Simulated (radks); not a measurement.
All-electron atom: neutral gadolinium in [Xe] 4f7 5d1 6s2. All-electron calculation, scalar-relativistic Kohn-Sham, LDA (Slater exchange, VWN5 correlation), spin-polarised, spherical densities, finite nucleus; open shells are filled with parallel spins first (spin-orbit coupling, left out, can overturn this in heavy ions); Fermi nuclear charge, rms radius 5.1569 fm; hard spherical wall at 2.5 bohr. Program: a radial shooting solver on a logarithmic mesh with Libxc functionals.

Normalised radial functions P(r) = r R(r), r in bohr:

r            5p up    5d up
0.0007867   0.0007   0.0000
0.001016    0.0011   0.0000
0.001313    0.0017   0.0000
0.001696    0.0026   0.0000
0.00219     0.0041   0.0000
0.002829    0.0063   0.0001
0.003655    0.0097   0.0001
0.004721    0.0150   0.0003
0.006099    0.0229   0.0005
0.007878    0.0346   0.0011
0.01018     0.0516   0.0022
0.01315     0.0755   0.0043
0.01698     0.1073   0.0084
0.02193     0.1468   0.0160
0.02833     0.1903   0.0296
0.0366      0.2283   0.0531
0.04728     0.2436   0.0908
0.06107     0.2125   0.1464
0.07889     0.1134   0.2182
0.1019     -0.0533   0.2926
0.1316     -0.2407   0.3376
0.17       -0.3489   0.3055
0.2197     -0.2674   0.1553
0.2837      0.0258  -0.1052
0.3665      0.3805  -0.3828
0.4734      0.5244  -0.5183
0.6116      0.2778  -0.3840
0.79       -0.2620   0.0124
1.02       -0.7884   0.5217
1.318      -1.0221   0.9253
1.703      -0.8664   0.9911
2.2        -0.3584   0.4841

5p up: eigenvalue 5.453 eV, 3 radial nodes at r = 0.0947, 0.279, 0.704 bohr, <r> = 1.38 bohr, 90 % of the charge inside 1.90 bohr. 5d up: eigenvalue 41.095 eV, 2 radial nodes at r = 0.258, 0.785 bohr, <r> = 1.50 bohr, 90 % of the charge inside 2.01 bohr.
